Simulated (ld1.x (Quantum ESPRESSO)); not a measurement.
# What the settings do to the TM potential of Mn

Base potential:

manganese, norm-conserving Troullier–Martins (Kleinman–Bylander form), made with ld1.x (Quantum ESPRESSO) 7.5 (BP86, scalar-relativistic). Core [Ar], reference 3d5 4s1.5 4p0.5. Waves: 4p (bound): rc 2.60 bohr; 3d (bound): rc 1.35 bohr; 4f channel at 0.3 Ry: rc 2.00 bohr; 4s (bound): rc 2.60 bohr. Local part: the s channel. Core correction: Bessel-smoothed model core inside 1.10 bohr.

All-electron outer shells of the reference configuration (BP86, scalar-relativistic, ld1.x):

| shell | level (eV) | outermost node (bohr) | outermost maximum (bohr) |
| --- | --- | --- | --- |
| 3s | -86.81 | 0.34 | 0.74 |
| 3p | -55.53 | 0.31 | 0.75 |
| 3d | -7.72 | – | 0.76 |
| 4s | -5.79 | 1.05 | 2.47 |
| 4p | -1.90 | 1.16 | 3.34 |

Cutoffs, loose and tight: the cutoffs (Ry, on a coarse ladder) from which the occupation-weighted sum of valence levels, in a spherical-Bessel basis at the reference potential, stays within 10 and 1 mRy of its value at 400 Ry. They do not see the model core or the augmentation charge, which bear on the density cutoff. Test errors are all-electron minus pseudo excitation energies from the reference, over the configurations 3d5 4s2 4p0; 3d5 4s1 4p0; 3d5 4s0 4p0; 3d5.5 4s1.5 4p0; 3d4 4s2 4p0; 3d5 4s1 4p1; 3d5 4s0 4p2. A dash means not determined; rows that change the core or the reference have their own tests. The largest error is taken over the tests solved by every variant that gives reliable tests at all: 3d4 4s2 4p0; 3d5 4s1 4p1; 3d5 4s2 4p0.

```tsv
change	outcome	cutoff, loose	cutoff, tight	bound ghosts	largest test error (meV)
base	generated	120 Ry	140 Ry	none	-382
functional PBE	generated	120 Ry	140 Ry	none	-386
core correction Bessel-smoothed model core inside 1.52 bohr	generated	120 Ry	140 Ry	none	-371
wave 3d (bound): rc 1.35 bohr becomes 3d (bound): rc 1.32 bohr	generated	120 Ry	140 Ry	none	-388
wave 4f channel at 0.3 Ry: rc 2.00 bohr becomes 4f channel at 0.3 Ry: rc 2.22 bohr	generated	120 Ry	140 Ry	none	-382
```

(1) What comes out with this change to the base: core [Ne] 3s2, valence charge 13; reference 3p6 3d5 4s1 4p0; waves now 3p (bound): rc 0.75 bohr; 3d (bound): rc 0.95 bohr; 4f channel at 0.3 Ry: rc 1.70 bohr; 4s (bound): rc 1.85 bohr; core correction Bessel-smoothed model core inside 0.50 bohr?

(2) What comes out with this change to the base: wave 4s (bound): rc 2.60 bohr becomes 4s (bound): rc 3.34 bohr?

(3) What comes out with this change to the base: reference 3d5 4s1 4p0?

## Answers

(1) outcome: generated; cutoff, loose: 200 Ry; cutoff, tight: 300 Ry; bound ghosts: none; largest test error (meV): -1395.

(2) outcome: generated; cutoff, loose: 120 Ry; cutoff, tight: 140 Ry; bound ghosts: none; largest test error (meV): -179.

(3) outcome: generated; cutoff, loose: 120 Ry; cutoff, tight: 140 Ry; bound ghosts: none; largest test error (meV): -562.
